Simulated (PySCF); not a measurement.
Compound: C₆H₇F₃Si.
Numbering: `[CH3:1][Si@H:2]1[CH:3]=[CH:4][C:5]([C:6]([F:7])([F:8])[F:9])=[CH:10]1`

Cartesian coordinates in Å at the PBE0-D3(BJ)/def2-SVP level; atoms count from 1:
```xyz
17
C6H7F3Si angstrom
C      2.6351    0.6713    0.2052
Si     1.1458    0.0162   -0.7264
C      0.2909   -1.4465    0.0814
C     -0.9679   -1.0674    0.3777
C     -1.3386    0.3224    0.0144
C     -2.7281    0.7949    0.3271
F     -2.9196    2.0704   -0.0045
F     -2.9884    0.6696    1.6351
F     -3.6409    0.0626   -0.3239
C     -0.3967    1.0841   -0.5759
H      3.0130    1.5971   -0.2548
H      3.4492   -0.0698    0.1968
H      2.3684    0.8836    1.2515
H      1.4968   -0.2467   -2.1568
H      0.6600   -2.4489    0.3088
H     -1.7077   -1.7149    0.8605
H     -0.5974    2.1162   -0.8687
```

NICS = −σ at a ghost point: NICS(0) at the centroid of the ring atoms, NICS(1) 1 Å to either side along the normal of their mean plane, zz for the tensor component along that normal. Level: GIAO PBE/pcSseg-1 (PySCF, non-relativistic, gas phase) on the PBE0-D3(BJ)/def2-SVP geometry, one conformer.

Ring bond lengths (Å): Si2–C3 1.877, C3–C4 1.348, C4–C5 1.484, C5–C10 1.347, C10–Si2 1.882.

Task: Give the NICS values of each ring in ppm.

Result: 
| ring | type | NICS(0) | NICS(1), two faces | NICS(1)zz, two faces | rms pucker (Å) | centre to ring atoms, mean (Å) |
| --- | --- | --- | --- | --- | --- | --- |
| Si2–C3–C4–C5–C10 | 5-membered ring with Si; formal bonds 2 double, 3 single | 0.4 | -2.1 / -2.0 | 0.8 / 0.5 | 0.00 | 1.35 |

Task: What can be read from them?

Result: 
- Si2–C3–C4–C5–C10: mean NICS(1)zz 0.6 ppm, near zero. Si2 has four or more neighbours, and the NICS criterion for π rings isn't applied.

Task: What are the shieldings of the ring atoms and their hydrogens in the same run (means over atoms taken as equivalent)?

Result: 
| atoms | environment | σ isotropic (ppm) | principal values of the symmetric part, first atom (ppm) |
| --- | --- | --- | --- |
| Si2 | SiH silicon | 345.4 | 272.2, 373.4, 390.6 |
| C3 | alkene CH carbon | 41.3 | -65.6, 25.8, 163.7 |
| C4 | alkene CH carbon | 28.4 | -85.6, 36.7, 134.0 |
| C5 | fully substituted alkene carbon | 22.9 | -81.6, 39.8, 110.6 |
| C10 | alkene CH carbon | 45.9 | -56.2, 23.2, 170.8 |
| H14 | Si–H hydrogen | 26.25 | 23.4, 24.0, 31.4 |
| H15 | vinylic hydrogen | 24.77 | 23.2, 24.9, 26.2 |
| H16 | vinylic hydrogen | 23.98 | 21.8, 22.3, 27.9 |
| H17 | vinylic hydrogen | 24.61 | 21.6, 23.9, 28.3 |

Task: How do the values depend on the level or the medium?

Result: 
```
                             level  NICS(0), Si2–C3–C4–C5–C10  mean NICS(1)zz, Si2–C3–C4–C5–C10
                 PBE/pcSseg-1, gas                        0.4                               0.6
                PBE0/pcSseg-1, gas                        0.5                               1.0
    PBE0/pcSseg-1, IEF-PCM benzene                        0.5                               0.9
PBE0/pcSseg-1, IEF-PCM cyclohexane                        0.5                               0.9
```

The geometry is the same throughout; the continuum's cavity takes Bondi-type radii × 1.2.

The run took 47 s wall on one thread of an Arm Neoverse V2, shared host with 96 logical CPUs at a one-minute load of 64, and the process peaked at 0.83 GiB of memory. This is the whole shielding run at PBE/pcSseg-1, SCF included.
